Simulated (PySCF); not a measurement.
Compound: C₂H₈GaNS.
SMILES with atom numbers: `[CH3:1][NH:2][GaH:3][S:4][CH3:5]` (hydrogens: H6, H7, H8 on C1; H9 on N2; H10 on Ga3; H11, H12, H13 on C5)

Method: PySCF, PBE0-D3(BJ)/def2-SVP geometry optimisation, gas phase.

(1) Give the optimised bond lengths and angles.

Answers

(1) 
```csv
bond,length (Å),order
C1–N2,1.441,single
N2–Ga3,1.811,single
Ga3–S4,2.201,single
S4–C5,1.827,single
"C1–H6, C1–H7, C1–H8",1.104,single
N2–H9,1.014,single
Ga3–H10,1.559,single
"C5–H11, C5–H12, C5–H13",1.099,single
```

Bonds in one row agree within 0.01 Å and their mean is given. Orders are formal, as drawn. A selection of angles:
```csv
angle,degrees
N2–C1–H6,110.1
N2–C1–H7,112.7
H6–C1–H7,106.8
C1–N2–Ga3,126.9
C1–N2–H9,113.7
Ga3–N2–H9,119.4
N2–Ga3–S4,114.5
N2–Ga3–H10,123.3
S4–Ga3–H10,122.1
Ga3–S4–C5,102.0
S4–C5–H11,108.7
S4–C5–H13,112.2
H11–C5–H12,108.9
```

Dihedral angles: C1–N2–Ga3–S4 -1° (synperiplanar); N2–Ga3–S4–C5 179° (antiperiplanar). The mirror-image conformer, all signs reversed, is as good.

N2 (nitrogen bonded to C, Ga and H) is planar (angles 126.9°, 119.4° and 113.7°, sum 360.0°, 0.01 Å off the plane of its three neighbours). Of the pairs four or more bonds apart, S4···H6 is among the closest relative to their van der Waals radii: 2.99 Å, 100 % of the sum of Bondi's values. The 5 heavy atoms lie in one plane (0.012 Å rms). Ga3 (gallium bonded to N, S and H) is planar (angles 123.3°, 122.1° and 114.5°, sum 360.0°, 0.00 Å off the plane of its three neighbours). S4 (sulfur bonded to C and Ga) is bent (angle 102.0°).

Point group: near Cs, missed by 0.30 Å at most; the miss may be what the optimiser left on a soft mode. No frequency check. One conformer, not necessarily the lowest.

Hardware: one thread, Intel Xeon 6975P-C (x86_64), no GPU, shared host with 192 logical CPUs at a one-minute load of 55. Cost: 45 s of wall time, 0.55 GiB resident at most. This is the geometry optimisation.
